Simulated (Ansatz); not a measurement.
Gas-phase electronic energies from Ansatz, PBE0-D4/def2-TZVP geometries. CCSD(T)/CBS adds triple-zeta CCSD(T) − MP2 to the extrapolated MP2 energy (def2 sets, frozen cores). DFT in def2-TZVPP. B3LYP here is the variant with VWN-RPA as its local correlation; programs differ in this. def2 core potentials past Kr. For Se, Sn outer-core shells are correlated without core-valence functions, which leaves a few kJ/mol of doubt a bond. Scalar relativity is left out up to krypton. One conformer a species, not always the lowest.

Reaction (cleavage of the Si–Sn bond): `O[SiH2][SnH2][Cl]` + H₂Se → `O[SiH2][SeH]` + `[Cl][SnH3]`

```csv
level,ΔE (kJ/mol)
PBE-D4,-31.9
r2SCAN-D4,-39.6
B3LYP-D4,-35.3
ωB97X-V,-41.7
B3LYP,-39.6
MP2/def2-TZVPP,-45.6
SCS-MP2/def2-TZVPP,-46.5
CCSD/def2-TZVPP,-43.9
```

Task: What does CCSD(T)/CBS give? (An estimate is asked.)

Result: Ansatz gave: -39.6 kJ/mol. The listed levels differ from it by 7.7, 0.0, 4.3, -2.1, 0.0, -6.0, -6.9, -4.3 kJ/mol.

Largest T1 diagnostic among the species: 0.012.

From PBE to PBE0 (25 % exact exchange), in def2-TZVPP and without D4, ΔE moves by −5.3 kJ/mol. The D4 term adds +4.3 kJ/mol with B3LYP and +2.6 kJ/mol with PBE0; it sums over pairs of atoms, weighted by their polarisabilities, and B3LYP, whose exchange is more repulsive, gets the larger term.
